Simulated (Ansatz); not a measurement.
**Molecular dynamics of Cl₂F₂H₂OZr**

input.yaml

```yaml
crystal:
  periodic: [false, false, false]
  atoms:
    - { symbol: Zr, position_ang: [0.171624, 0.382888, -0.082689] }
    - { symbol: Cl, position_ang: [-0.873631, 0.625211, 2.538326] }
    - { symbol: F, position_ang: [1.427763, 0.439788, -1.492749] }
    - { symbol: Cl, position_ang: [-1.675243, 1.517941, -0.991219] }
    - { symbol: F, position_ang: [-0.063019, -1.484395, 0.11074] }
    - { symbol: O, position_ang: [1.347675, 1.381566, 1.225747] }
    - { symbol: H, position_ang: [2.221057, 1.787407, 1.22985] }
    - { symbol: H, position_ang: [0.380576, 1.195393, 2.274795] }
basis:
  gaussian: { orbitals: def2-SVP }
hamiltonian:
  xc: pbe0
md:
  timestep: 0.5
  n_steps: 200
  ensemble: nve
  temperature: 300.0
  initial_velocities: maxwell_boltzmann
  seed: 9024
```

Launched with:

```bash
$ ansatz run input.yaml --threads 4 --pin off --max-ram 5120MiB --backend cpu --events-out ev --progress --plain --runs-dir out
```

It starts at the highest image of a converged band, a first-order saddle point between two minima.

Output, in part (one step line in 3, the closing report, with atoms numbered from 0):

```
md step     0: t =     0.00 fs  T =   300.0 K  F+E_penalty+E_count = -33818.45384228 eV  E_kin = 0.232668 eV  conserved = -33818.22117428 eV  (29 SCF iters)
md step     3: t =     1.50 fs  T =   289.0 K  F+E_penalty+E_count = -33818.44522764 eV  E_kin = 0.224152 eV  conserved = -33818.22107523 eV  (33 SCF iters)
md step     6: t =     3.00 fs  T =   266.2 K  F+E_penalty+E_count = -33818.42742682 eV  E_kin = 0.206427 eV  conserved = -33818.22099961 eV  (33 SCF iters)
md step     9: t =     4.50 fs  T =   243.6 K  F+E_penalty+E_count = -33818.40988285 eV  E_kin = 0.188912 eV  conserved = -33818.22097080 eV  (27 SCF iters)
md step    12: t =     6.00 fs  T =   226.3 K  F+E_penalty+E_count = -33818.39648203 eV  E_kin = 0.175507 eV  conserved = -33818.22097501 eV  (26 SCF iters)
md step    15: t =     7.50 fs  T =   213.8 K  F+E_penalty+E_count = -33818.38680031 eV  E_kin = 0.165808 eV  conserved = -33818.22099237 eV  (25 SCF iters)
md step    18: t =     9.00 fs  T =   203.3 K  F+E_penalty+E_count = -33818.37864438 eV  E_kin = 0.157640 eV  conserved = -33818.22100447 eV  (26 SCF iters)
md step    21: t =    10.50 fs  T =   192.7 K  F+E_penalty+E_count = -33818.37044102 eV  E_kin = 0.149439 eV  conserved = -33818.22100248 eV  (26 SCF iters)
md step    24: t =    12.00 fs  T =   182.5 K  F+E_penalty+E_count = -33818.36253374 eV  E_kin = 0.141545 eV  conserved = -33818.22098871 eV  (26 SCF iters)
md step    27: t =    13.50 fs  T =   175.2 K  F+E_penalty+E_count = -33818.35681619 eV  E_kin = 0.135841 eV  conserved = -33818.22097565 eV  (26 SCF iters)
md step    30: t =    15.00 fs  T =   172.8 K  F+E_penalty+E_count = -33818.35502663 eV  E_kin = 0.134050 eV  conserved = -33818.22097696 eV  (26 SCF iters)
md step    33: t =    16.50 fs  T =   175.3 K  F+E_penalty+E_count = -33818.35695478 eV  E_kin = 0.135959 eV  conserved = -33818.22099614 eV  (26 SCF iters)
md step    36: t =    18.00 fs  T =   179.2 K  F+E_penalty+E_count = -33818.36000189 eV  E_kin = 0.138979 eV  conserved = -33818.22102302 eV  (26 SCF iters)
md step    39: t =    19.50 fs  T =   180.0 K  F+E_penalty+E_count = -33818.36061828 eV  E_kin = 0.139579 eV  conserved = -33818.22103911 eV  (26 SCF iters)
md step    42: t =    21.00 fs  T =   175.1 K  F+E_penalty+E_count = -33818.35680532 eV  E_kin = 0.135775 eV  conserved = -33818.22103037 eV  (26 SCF iters)
md step    45: t =    22.50 fs  T =   166.4 K  F+E_penalty+E_count = -33818.35001981 eV  E_kin = 0.129022 eV  conserved = -33818.22099789 eV  (26 SCF iters)
md step    48: t =    24.00 fs  T =   159.7 K  F+E_penalty+E_count = -33818.34485965 eV  E_kin = 0.123893 eV  conserved = -33818.22096621 eV  (34 SCF iters)
md step    51: t =    25.50 fs  T =   160.8 K  F+E_penalty+E_count = -33818.34566962 eV  E_kin = 0.124688 eV  conserved = -33818.22098202 eV  (34 SCF iters)
md step    54: t =    27.00 fs  T =   167.0 K  F+E_penalty+E_count = -33818.35059700 eV  E_kin = 0.129514 eV  conserved = -33818.22108309 eV  (34 SCF iters)
md step    57: t =    28.50 fs  T =   164.3 K  F+E_penalty+E_count = -33818.34857738 eV  E_kin = 0.127411 eV  conserved = -33818.22116612 eV  (34 SCF iters)
md step    60: t =    30.00 fs  T =   147.3 K  F+E_penalty+E_count = -33818.33521748 eV  E_kin = 0.114251 eV  conserved = -33818.22096654 eV  (34 SCF iters)
md step    63: t =    31.50 fs  T =   151.2 K  F+E_penalty+E_count = -33818.33807943 eV  E_kin = 0.117272 eV  conserved = -33818.22080749 eV  (31 SCF iters)
md step    66: t =    33.00 fs  T =   197.4 K  F+E_penalty+E_count = -33818.37416597 eV  E_kin = 0.153059 eV  conserved = -33818.22110718 eV  (33 SCF iters)
md step    69: t =    34.50 fs  T =   241.9 K  F+E_penalty+E_count = -33818.40885313 eV  E_kin = 0.187615 eV  conserved = -33818.22123858 eV  (34 SCF iters)
md step    72: t =    36.00 fs  T =   258.3 K  F+E_penalty+E_count = -33818.42145445 eV  E_kin = 0.200347 eV  conserved = -33818.22110740 eV  (34 SCF iters)
md step    75: t =    37.50 fs  T =   263.4 K  F+E_penalty+E_count = -33818.42526756 eV  E_kin = 0.204283 eV  conserved = -33818.22098434 eV  (34 SCF iters)
md step    78: t =    39.00 fs  T =   278.1 K  F+E_penalty+E_count = -33818.43662789 eV  E_kin = 0.215683 eV  conserved = -33818.22094528 eV  (26 SCF iters)
md step    81: t =    40.50 fs  T =   309.8 K  F+E_penalty+E_count = -33818.46124142 eV  E_kin = 0.240250 eV  conserved = -33818.22099152 eV  (34 SCF iters)
md step    84: t =    42.00 fs  T =   349.8 K  F+E_penalty+E_count = -33818.49245553 eV  E_kin = 0.271315 eV  conserved = -33818.22114010 eV  (34 SCF iters)
md step    87: t =    43.50 fs  T =   374.5 K  F+E_penalty+E_count = -33818.51172388 eV  E_kin = 0.290446 eV  conserved = -33818.22127769 eV  (34 SCF iters)
md step    90: t =    45.00 fs  T =   371.9 K  F+E_penalty+E_count = -33818.50942091 eV  E_kin = 0.288428 eV  conserved = -33818.22099261 eV  (34 SCF iters)
md step    93: t =    46.50 fs  T =   390.9 K  F+E_penalty+E_count = -33818.52399831 eV  E_kin = 0.303171 eV  conserved = -33818.22082771 eV  (34 SCF iters)
md step    96: t =    48.00 fs  T =   448.7 K  F+E_penalty+E_count = -33818.56938226 eV  E_kin = 0.347975 eV  conserved = -33818.22140690 eV  (34 SCF iters)
md step    99: t =    49.50 fs  T =   466.6 K  F+E_penalty+E_count = -33818.58326098 eV  E_kin = 0.361904 eV  conserved = -33818.22135658 eV  (34 SCF iters)
md step   102: t =    51.00 fs  T =   449.0 K  F+E_penalty+E_count = -33818.56911805 eV  E_kin = 0.348247 eV  conserved = -33818.22087133 eV  (34 SCF iters)
md step   105: t =    52.50 fs  T =   470.9 K  F+E_penalty+E_count = -33818.58605595 eV  E_kin = 0.365192 eV  conserved = -33818.22086348 eV  (34 SCF iters)
md step   108: t =    54.00 fs  T =   529.4 K  F+E_penalty+E_count = -33818.63216406 eV  E_kin = 0.410599 eV  conserved = -33818.22156520 eV  (33 SCF iters)
md step   111: t =    55.50 fs  T =   532.8 K  F+E_penalty+E_count = -33818.63441460 eV  E_kin = 0.413186 eV  conserved = -33818.22122906 eV  (34 SCF iters)
md step   114: t =    57.00 fs  T =   547.5 K  F+E_penalty+E_count = -33818.64519165 eV  E_kin = 0.424611 eV  conserved = -33818.22058082 eV  (26 SCF iters)
md step   117: t =    58.50 fs  T =   644.4 K  F+E_penalty+E_count = -33818.72149345 eV  E_kin = 0.499733 eV  conserved = -33818.22176016 eV  (34 SCF iters)
md step   120: t =    60.00 fs  T =   676.8 K  F+E_penalty+E_count = -33818.74614113 eV  E_kin = 0.524923 eV  conserved = -33818.22121768 eV  (34 SCF iters)
md step   123: t =    61.50 fs  T =   698.7 K  F+E_penalty+E_count = -33818.76263336 eV  E_kin = 0.541913 eV  conserved = -33818.22071998 eV  (26 SCF iters)
md step   126: t =    63.00 fs  T =   784.6 K  F+E_penalty+E_count = -33818.82980461 eV  E_kin = 0.608467 eV  conserved = -33818.22133714 eV  (34 SCF iters)
md step   129: t =    64.50 fs  T =   842.5 K  F+E_penalty+E_count = -33818.87520823 eV  E_kin = 0.653440 eV  conserved = -33818.22176787 eV  (33 SCF iters)
md step   132: t =    66.00 fs  T =   838.3 K  F+E_penalty+E_count = -33818.87071532 eV  E_kin = 0.650178 eV  conserved = -33818.22053696 eV  (34 SCF iters)
md step   135: t =    67.50 fs  T =   918.0 K  F+E_penalty+E_count = -33818.93349183 eV  E_kin = 0.711976 eV  conserved = -33818.22151563 eV  (34 SCF iters)
md step   138: t =    69.00 fs  T =   971.4 K  F+E_penalty+E_count = -33818.97495702 eV  E_kin = 0.753359 eV  conserved = -33818.22159820 eV  (34 SCF iters)
md step   141: t =    70.50 fs  T =   966.9 K  F+E_penalty+E_count = -33818.97067323 eV  E_kin = 0.749888 eV  conserved = -33818.22078501 eV  (31 SCF iters)
md step   144: t =    72.00 fs  T =  1017.1 K  F+E_penalty+E_count = -33819.01000116 eV  E_kin = 0.788824 eV  conserved = -33818.22117709 eV  (34 SCF iters)
md step   147: t =    73.50 fs  T =  1061.2 K  F+E_penalty+E_count = -33819.04509213 eV  E_kin = 0.823056 eV  conserved = -33818.22203586 eV  (34 SCF iters)
md step   150: t =    75.00 fs  T =  1007.8 K  F+E_penalty+E_count = -33819.00230579 eV  E_kin = 0.781612 eV  conserved = -33818.22069340 eV  (34 SCF iters)
md step   153: t =    76.50 fs  T =  1016.6 K  F+E_penalty+E_count = -33819.00994398 eV  E_kin = 0.788471 eV  conserved = -33818.22147291 eV  (34 SCF iters)
md step   156: t =    78.00 fs  T =  1008.5 K  F+E_penalty+E_count = -33819.00381367 eV  E_kin = 0.782116 eV  conserved = -33818.22169803 eV  (34 SCF iters)
md step   159: t =    79.50 fs  T =   938.1 K  F+E_penalty+E_count = -33818.94823518 eV  E_kin = 0.727531 eV  conserved = -33818.22070409 eV  (34 SCF iters)
md step   162: t =    81.00 fs  T =   939.1 K  F+E_penalty+E_count = -33818.94956683 eV  E_kin = 0.728343 eV  conserved = -33818.22122411 eV  (34 SCF iters)
md step   165: t =    82.50 fs  T =   936.6 K  F+E_penalty+E_count = -33818.94844719 eV  E_kin = 0.726410 eV  conserved = -33818.22203692 eV  (34 SCF iters)
md step   168: t =    84.00 fs  T =   848.7 K  F+E_penalty+E_count = -33818.87874294 eV  E_kin = 0.658207 eV  conserved = -33818.22053560 eV  (34 SCF iters)
md step   171: t =    85.50 fs  T =   841.5 K  F+E_penalty+E_count = -33818.87434372 eV  E_kin = 0.652618 eV  conserved = -33818.22172580 eV  (34 SCF iters)
md step   174: t =    87.00 fs  T =   792.6 K  F+E_penalty+E_count = -33818.83623684 eV  E_kin = 0.614692 eV  conserved = -33818.22154504 eV  (34 SCF iters)
md step   177: t =    88.50 fs  T =   706.2 K  F+E_penalty+E_count = -33818.76825222 eV  E_kin = 0.547670 eV  conserved = -33818.22058222 eV  (34 SCF iters)
md step   180: t =    90.00 fs  T =   717.7 K  F+E_penalty+E_count = -33818.77792751 eV  E_kin = 0.556610 eV  conserved = -33818.22131740 eV  (34 SCF iters)
md step   183: t =    91.50 fs  T =   725.5 K  F+E_penalty+E_count = -33818.78433351 eV  E_kin = 0.562651 eV  conserved = -33818.22168296 eV  (34 SCF iters)
md step   186: t =    93.00 fs  T =   693.7 K  F+E_penalty+E_count = -33818.75857635 eV  E_kin = 0.538012 eV  conserved = -33818.22056475 eV  (34 SCF iters)
md step   189: t =    94.50 fs  T =   730.0 K  F+E_penalty+E_count = -33818.78809172 eV  E_kin = 0.566196 eV  conserved = -33818.22189532 eV  (34 SCF iters)
md step   192: t =    96.00 fs  T =   696.5 K  F+E_penalty+E_count = -33818.76144639 eV  E_kin = 0.540186 eV  conserved = -33818.22126020 eV  (34 SCF iters)
md step   195: t =    97.50 fs  T =   668.7 K  F+E_penalty+E_count = -33818.73928315 eV  E_kin = 0.518588 eV  conserved = -33818.22069478 eV  (33 SCF iters)
md step   198: t =    99.00 fs  T =   728.9 K  F+E_penalty+E_count = -33818.78700779 eV  E_kin = 0.565290 eV  conserved = -33818.22171752 eV  (34 SCF iters)
md step   200: t =   100.00 fs  T =   747.4 K  F+E_penalty+E_count = -33818.80154096 eV  E_kin = 0.579622 eV  conserved = -33818.22191946 eV  (29 SCF iters)
Total energy: -33818.80160489 eV, -1242.8180357728 hartree
Atom 0 at     0.062060     0.297127     0.120101 Å, force    -0.664782     0.404882    -2.322951 eV/Å
Atom 1 at    -0.868116     0.647106     2.149788 Å, force    -0.532479     0.242317     2.193302 eV/Å
Atom 2 at     1.424574     0.685021    -1.144126 Å, force     0.721809     0.187511    -0.749387 eV/Å
Atom 3 at    -1.734499     1.541777    -1.035142 Å, force     1.004983    -0.778102     0.490928 eV/Å
Atom 4 at     0.014570    -1.577480    -0.168349 Å, force    -0.097960     0.188688     0.215854 eV/Å
Atom 5 at     1.877930     1.531758     1.032086 Å, force     0.224559     0.016314    -0.845697 eV/Å
Atom 6 at     2.464583     1.857231     0.316837 Å, force    -0.479745    -0.462203     0.225802 eV/Å
Atom 7 at     2.123876     2.026987     1.808063 Å, force    -0.176384     0.200593     0.792149 eV/Å
Dipole moment:     1.083279     0.495386     0.592860 e Å
```

All steps were run. The conserved energy stayed within 0.11 meV per atom of its start (net change -0.093 meV per atom), so the integration is sound. The kinetic energy rose, since the run started high on the potential surface and went downhill. A run of 0.1 ps of so small a system gives no equilibrium averages. The orbitals stay closed-shell, which can raise the energy where a bond breaks towards radicals; this wasn't checked here.

Between its relaxed ends the band would form Cl2–H8 and break O6–H8. These pairs go: Cl2–H8 1.40 → 3.31 Å, O6–H8 1.44 → 0.95 Å. In the last frame they stand as before the step (other bonds may differ from the relaxed reactants and products). Also parted: Zr1–H8 2.50 → 3.18 Å. It ends as one piece, Cl2F2H2OZr. Pairs count as bonded within 1.25 times the sum of covalent radii (0.12 Å more for H–H).

Last frame:

```xyz
8
Properties=species:S:1:pos:R:3
Zr 0.062 0.297 0.120
Cl -0.868 0.647 2.150
F 1.425 0.685 -1.144
Cl -1.734 1.542 -1.035
F 0.015 -1.577 -0.168
O 1.878 1.532 1.032
H 2.465 1.857 0.317
H 2.124 2.027 1.808
```

The run took 6.8 min on 4 threads of Arm Neoverse V2, on a shared host, peak memory 0.31 GiB.
